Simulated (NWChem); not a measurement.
System: CH6ClNOSi; SMILES Cl[Si@@H](O)NC

Input file for NWChem:

```
start job
memory heap 200 mb stack 900 mb global 1100 mb
geometry units angstroms
  C      2.297093     0.349330     1.295654
  N      1.362812     0.449935     0.197322
  Si    -0.317504     0.193486     0.362091
  O     -0.444583    -1.209713     1.165828
  Cl    -1.063529     0.055318    -1.511134
  H      1.935131    -0.408745     1.984009
  H      3.277347     0.049681     0.922536
  H      2.402468     1.293692     1.839368
  H      1.683517     1.085700    -0.517115
  H     -1.093596     1.209073     1.070308
  H     -1.203026    -1.779366     1.076890
end
basis spherical
  * library def2-svp
end
dft
  xc pbe0
  iterations 150
end
driver
  maxiter 120
end
task dft optimize
task dft freq
```

Excerpt of the output:

```
             Northwest Computational Chemistry Package (NWChem) 7.3.0
             --------------------------------------------------------

 C1  symmetry detected

                             Geometry "geometry" -> ""
                             -------------------------

 Output coordinates in angstroms (scale by  1.889725989 to convert to a.u.)

  No.       Tag          Charge          X              Y              Z
 ---- ---------------- ---------- -------------- -------------- --------------
    1 C                    6.0000     0.54950380    -2.49654379    -0.14182257
    2 N                    7.0000     0.83063569    -1.07873078    -0.13149512
    3 Si                  14.0000    -0.27262789     0.09735751     0.43064594
    4 O                    8.0000    -1.67014966    -0.25858155    -0.31188350
    5 Cl                  17.0000     0.45235500     1.89078781    -0.15469427
    6 H                    1.0000    -0.51406222    -2.63291609    -0.31432395
    7 H                    1.0000     1.10364222    -2.97871523    -0.94826276
    8 H                    1.0000     0.81513208    -2.97972810     0.80396965
    9 H                    1.0000     1.81786166    -0.88783548    -0.05141446
   10 H                    1.0000    -0.51396174     0.16957094     1.87003827
   11 H                    1.0000    -2.33213187     0.40225657    -0.49277799

 Effective nuclear repulsion energy (a.u.)     307.0618862735

                                Z-matrix (autoz)
                                --------

 Units are Angstrom for bonds and degrees for angles

      Type          Name      I     J     K     L     M      Value
      ----------- --------  ----- ----- ----- ----- ----- ----------
    1 Stretch                  1     2                       1.44545
    2 Stretch                  1     6                       1.08606
    3 Stretch                  1     7                       1.09083
    4 Stretch                  1     8                       1.09478
    5 Stretch                  2     3                       1.70774
    6 Stretch                  2     9                       1.00870
    7 Stretch                  3     4                       1.62207
    8 Stretch                  3     5                       2.02104
    9 Stretch                  3    10                       1.46127
   10 Stretch                  4    11                       0.95271
   11 Bend                     1     2     3               123.51900
   12 Bend                     1     2     9               112.12025
   13 Bend                     2     1     6               108.34665
   14 Bend                     2     1     7               109.87996
   15 Bend                     2     1     8               112.30578
   16 Bend                     2     3     4               104.76169
   17 Bend                     2     3     5               106.50149
   18 Bend                     2     3    10               117.70849
   19 Bend                     3     2     9               118.41277
   20 Bend                     3     4    11               122.23295
   21 Bend                     4     3     5               111.78972
   22 Bend                     4     3    10               108.63067
   23 Bend                     5     3    10               107.49830
   24 Bend                     6     1     7               108.93832
   25 Bend                     6     1     8               108.62686
   26 Bend                     7     1     8               108.68330
   27 Torsion                  1     2     3     4         -49.19957
   28 Torsion                  1     2     3     5        -167.78182
   29 Torsion                  1     2     3    10          71.56769
   30 Torsion                  2     3     4    11        -152.90409
   31 Torsion                  3     2     1     6          32.45697
   32 Torsion                  3     2     1     7         151.37205
   33 Torsion                  3     2     1     8         -87.52799
   34 Torsion                  4     3     2     9         160.12633
   35 Torsion                  5     3     2     9          41.54408
   36 Torsion                  5     3     4    11         -37.96383
   37 Torsion                  6     1     2     9        -175.25363
   38 Torsion                  7     1     2     9         -56.33855
   39 Torsion                  8     1     2     9          64.76141
   40 Torsion                  9     2     3    10         -79.10640
   41 Torsion                 10     3     4    11          80.49282

                           NWChem Geometry Optimization
                           ----------------------------

 maximum gradient threshold         (gmax) =   0.000450
 rms gradient threshold             (grms) =   0.000300
 maximum cartesian step threshold   (xmax) =   0.001800
 rms cartesian step threshold       (xrms) =   0.001200
 fixed trust radius                (trust) =   0.300000
 source of zmatrix                         =   autoz

          -------------------
          Energy Minimization
          -------------------

 Using diagonal initial Hessian
 Scaling for Hessian diagonals: bonds = 1.00  angles = 0.25  torsions = 0.10

          --------
          Step   0

                                 NWChem DFT Module
                                 -----------------

 Summary of "ao basis" -> "ao basis" (spherical)
 ------------------------------------------------------------------------------
       Tag                 Description            Shells   Functions and Types
 ---------------- ------------------------------  ------  ---------------------
 C                          def2-svp                 6       14   3s2p1d
 N                          def2-svp                 6       14   3s2p1d
 Si                         def2-svp                 8       18   4s3p1d
 O                          def2-svp                 6       14   3s2p1d
 Cl                         def2-svp                 8       18   4s3p1d
 H                          def2-svp                 3        5   2s1p

            General Information
            -------------------
          SCF calculation type: DFT
          Wavefunction type:  closed shell.
          No. of atoms     :    11
          No. of electrons :    58
           Alpha electrons :    29
            Beta electrons :    29
          Charge           :     0
          Spin multiplicity:     1
          Use of symmetry is: off; symmetry adaption is: off
          Maximum number of iterations: 150
          AO basis - number of functions:   108
                     number of shells:    52
          Convergence on energy requested:  1.00D-06
          Convergence on density requested:  1.00D-05
          Convergence on gradient requested:  5.00D-04

              XC Information
              --------------
                         PBE0 Method XC Functional
                     Hartree-Fock (Exact) Exchange  0.250
          PerdewBurkeErnzerhof Exchange Functional  0.750
            Perdew 1991 LDA Correlation Functional  1.000 local
           PerdewBurkeErnz. Correlation Functional  1.000 non-local

[...]

      ----------------------
      Optimization converged
      ----------------------

  Step       Energy      Delta E   Gmax     Grms     Xrms     Xmax
  ---- ---------------- -------- -------- -------- -------- --------
@   24    -920.67242483  3.2D-08  0.00002  0.00001  0.00046  0.00130
                                     ok       ok       ok       ok

                                Z-matrix (autoz)
                                --------

 Units are Angstrom for bonds and degrees for angles

      Type          Name      I     J     K     L     M      Value     Gradient
      ----------- --------  ----- ----- ----- ----- ----- ---------- ----------
    1 Stretch                  1     2                       1.44398    0.00001
    2 Stretch                  1     6                       1.09983    0.00001
    3 Stretch                  1     7                       1.10352    0.00000
    4 Stretch                  1     8                       1.10551    0.00000
    5 Stretch                  2     3                       1.70115    0.00001
    6 Stretch                  2     9                       1.01286    0.00002
    7 Stretch                  3     4                       1.65520   -0.00001
    8 Stretch                  3     5                       2.07277   -0.00001
    9 Stretch                  3    10                       1.48994   -0.00000
   10 Stretch                  4    11                       0.96189    0.00000
   11 Bend                     1     2     3               126.34198   -0.00000
   12 Bend                     1     2     9               115.68460   -0.00000
   13 Bend                     2     1     6               109.66031    0.00000
   14 Bend                     2     1     7               111.70909    0.00000
   15 Bend                     2     1     8               113.10833   -0.00000
   16 Bend                     2     3     4               107.17361    0.00000
   17 Bend                     2     3     5               105.79447   -0.00000
   18 Bend                     2     3    10               118.10368   -0.00000
   19 Bend                     3     2     9               117.95826    0.00000
   20 Bend                     3     4    11               116.15423    0.00000
   21 Bend                     4     3     5               113.24669    0.00000
   22 Bend                     4     3    10               107.62725    0.00000
   23 Bend                     5     3    10               105.10370    0.00000
   24 Bend                     6     1     7               106.57908   -0.00000
   25 Bend                     6     1     8               107.69235   -0.00000
   26 Bend                     7     1     8               107.80478   -0.00000
   27 Torsion                  1     2     3     4         -41.78504   -0.00000
   28 Torsion                  1     2     3     5        -162.89873   -0.00000
   29 Torsion                  1     2     3    10          79.84020    0.00000
   30 Torsion                  2     3     4    11         157.01680    0.00000
   31 Torsion                  3     2     1     6           9.64980   -0.00001
   32 Torsion                  3     2     1     7         127.57864   -0.00001
   33 Torsion                  3     2     1     8        -110.57020   -0.00001
   34 Torsion                  4     3     2     9         139.69879   -0.00000
   35 Torsion                  5     3     2     9          18.58510   -0.00000
   36 Torsion                  5     3     4    11         -86.69939    0.00000
   37 Torsion                  6     1     2     9        -171.80454   -0.00000
   38 Torsion                  7     1     2     9         -53.87570   -0.00000
   39 Torsion                  8     1     2     9          67.97546   -0.00000
   40 Torsion                  9     2     3    10         -98.67597   -0.00000
   41 Torsion                 10     3     4    11          29.02566    0.00001

                         Geometry "geometry" -> "geometry"
                         ---------------------------------

 Output coordinates in angstroms (scale by  1.889725989 to convert to a.u.)

[...]

 Rotational Constants
 --------------------
 A=   0.171132 cm-1  (  0.246216 K)
 B=   0.064935 cm-1  (  0.093426 K)
 C=   0.050902 cm-1  (  0.073235 K)

 Temperature                      =   298.15K
 frequency scaling parameter      =   1.0000

 Zero-Point correction to Energy  =   50.166 kcal/mol  (  0.079945 au)
 Thermal correction to Energy     =   54.923 kcal/mol  (  0.087526 au)
 Thermal correction to Enthalpy   =   55.516 kcal/mol  (  0.088470 au)

 Total Entropy                    =   85.946 cal/mol-K
   - Translational                =   40.011 cal/mol-K (mol. weight = 110.9907)
   - Rotational                   =   27.435 cal/mol-K (symmetry #  =        1)
   - Vibrational                  =   18.500 cal/mol-K

 Cv (constant volume heat capacity) =   24.973 cal/mol-K
   - Translational                  =    2.979 cal/mol-K
   - Rotational                     =    2.979 cal/mol-K
   - Vibrational                    =   19.015 cal/mol-K

[normal modes left out]

 ----------------------------------------------------------------------------
 Normal Eigenvalue ||           Projected Infra Red Intensities
  Mode   [cm**-1]  || [atomic units] [(debye/angs)**2] [(KM/mol)] [arbitrary]
 ------ ---------- || -------------- ----------------- ---------- -----------
    1       -0.000 ||    0.000333           0.008         0.325       0.063
    2       -0.000 ||    0.000114           0.003         0.111       0.021
    3        0.000 ||    0.000393           0.009         0.383       0.074
    4        0.000 ||    0.000032           0.001         0.031       0.006
    5        0.000 ||    0.000157           0.004         0.154       0.030
    6        0.000 ||    0.000231           0.005         0.225       0.043
    7       65.055 ||    0.000385           0.009         0.376       0.072
    8      115.183 ||    0.005725           0.132         5.581       1.077
    9      148.568 ||    0.000907           0.021         0.884       0.171
   10      216.366 ||    0.002584           0.060         2.519       0.486
   11      302.433 ||    0.052944           1.221        51.612       9.961
   12      309.314 ||    0.037556           0.866        36.611       7.066
   13      387.844 ||    0.107631           2.483       104.924      20.250
   14      403.961 ||    0.026298           0.607        25.636       4.948
   15      558.587 ||    0.099464           2.295        96.962      18.714
   16      767.927 ||    0.183186           4.226       178.579      34.466
   17      791.451 ||    0.015183           0.350        14.801       2.857
   18      844.028 ||    0.256439           5.916       249.989      48.248
   19      881.348 ||    0.089441           2.063        87.192      16.828
   20      964.933 ||    0.152870           3.527       149.025      28.762
   21     1101.780 ||    0.026191           0.604        25.532       4.928
   22     1140.844 ||    0.001086           0.025         1.059       0.204
   23     1184.901 ||    0.122106           2.817       119.035      22.974
   24     1406.419 ||    0.096829           2.234        94.394      18.218
   25     1450.736 ||    0.016588           0.383        16.171       3.121
   26     1467.075 ||    0.004088           0.094         3.985       0.769
   27     1499.215 ||    0.009648           0.223         9.405       1.815
   28     2242.407 ||    0.165144           3.810       160.991      31.071
   29     3021.429 ||    0.085616           1.975        83.462      16.108
   30     3094.583 ||    0.033965           0.784        33.111       6.390
   31     3152.438 ||    0.010882           0.251        10.609       2.047
   32     3659.168 ||    0.040634           0.937        39.612       7.645
   33     3930.698 ||    0.109304           2.522       106.555      20.565
 ----------------------------------------------------------------------------
```

Level: PBE0/def2-SVP.
